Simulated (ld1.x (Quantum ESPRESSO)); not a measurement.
An all-electron radial function and its pseudo partner (Cr)

Columns: radius, all-electron u(r) and pseudo u(r) of the 3d shell (level -22.94 eV) of chromium in the configuration [Ne] 3s2 3p6 3d4 4s0 4p0; PW91, scalar-relativistic, TM scheme, ld1.x (Quantum ESPRESSO) 7.5.

| r (bohr) | all-electron | pseudo |
| --- | --- | --- |
| 0.075 | 0.0252 | 0.0048 |
| 0.150 | 0.1224 | 0.0367 |
| 0.225 | 0.2636 | 0.1139 |
| 0.300 | 0.4134 | 0.2393 |
| 0.375 | 0.5499 | 0.3997 |
| 0.450 | 0.6630 | 0.5702 |
| 0.525 | 0.7503 | 0.7235 |
| 0.600 | 0.8128 | 0.8393 |
| 0.675 | 0.8527 | 0.9093 |
| 0.750 | 0.8736 | 0.9370 |
| 0.825 | 0.8790 | 0.9331 |
| 0.900 | 0.8726 | 0.9101 |
| 0.975 | 0.8574 | 0.8786 |
| 1.050 | 0.8358 | 0.8451 |
| 1.125 | 0.8097 | 0.8126 |
| 1.200 | 0.7806 | 0.7810 |
| 1.275 | 0.7495 | 0.7495 |
| 1.350 | 0.7173 | 0.7173 |
| 1.425 | 0.6846 | 0.6846 |
| 1.500 | 0.6519 | 0.6519 |
| 1.575 | 0.6195 | 0.6195 |
| 1.650 | 0.5878 | 0.5878 |
| 1.725 | 0.5567 | 0.5567 |
| 1.800 | 0.5267 | 0.5267 |
| 1.875 | 0.4976 | 0.4976 |
| 1.950 | 0.4696 | 0.4696 |

How many radial nodes do the two functions have?

The all-electron 3d function has n − l − 1 = 0; the pseudo-wave has 0.

At about which radius was the pseudo-wave matched?

1.35 bohr. The columns agree to 0.0005 from 1.20 bohr on; several derivatives are matched, so the curves merge somewhat inside the radius.

Is the pseudo-wave norm-conserving?

Yes: the TM scheme keeps the norm inside the radius equal to the all-electron one, which fixes the energy derivative of the logarithmic derivative at the level.
